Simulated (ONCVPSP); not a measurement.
**An all-electron radial function and its pseudo partner (phosphorus)**

Columns: radius, all-electron u(r) and pseudo u(r) of the 3s shell (level -14.73 eV) of phosphorus in the configuration [Ne] 3s1 3p4; LDA (Perdew-Zunger), scalar-relativistic, ONCV scheme, ONCVPSP 4.0.1.

| r (bohr) | all-electron | pseudo |
| --- | --- | --- |
| 0.095 | 0.1363 | 0.0350 |
| 0.190 | -0.1627 | 0.0737 |
| 0.285 | -0.3517 | 0.1179 |
| 0.380 | -0.3797 | 0.1673 |
| 0.475 | -0.2954 | 0.2196 |
| 0.570 | -0.1506 | 0.2727 |
| 0.665 | 0.0170 | 0.3259 |
| 0.760 | 0.1837 | 0.3807 |
| 0.855 | 0.3358 | 0.4397 |
| 0.950 | 0.4666 | 0.5042 |
| 1.045 | 0.5737 | 0.5729 |
| 1.140 | 0.6573 | 0.6412 |
| 1.235 | 0.7190 | 0.7026 |
| 1.330 | 0.7611 | 0.7506 |
| 1.425 | 0.7861 | 0.7816 |
| 1.520 | 0.7967 | 0.7956 |
| 1.615 | 0.7954 | 0.7953 |
| 1.710 | 0.7844 | 0.7844 |
| 1.805 | 0.7659 | 0.7659 |
| 1.900 | 0.7416 | 0.7416 |
| 1.995 | 0.7130 | 0.7130 |
| 2.090 | 0.6814 | 0.6814 |
| 2.185 | 0.6479 | 0.6479 |
| 2.280 | 0.6133 | 0.6133 |
| 2.375 | 0.5784 | 0.5783 |
| 2.470 | 0.5435 | 0.5435 |

Problem. How many radial nodes do the two functions have?

Solution. The all-electron 3s function has n − l − 1 = 2; the pseudo-wave has 0, since the states of the same l below it are removed with the core.

Problem. At about which radius was the pseudo-wave matched?

Solution. 1.70 bohr, where the columns begin to agree (steps of 0.10 bohr).

Problem. Is the pseudo-wave norm-conserving?

Solution. Yes: the ONCV scheme keeps the norm inside the radius equal to the all-electron one, which fixes the energy derivative of the logarithmic derivative at the level.
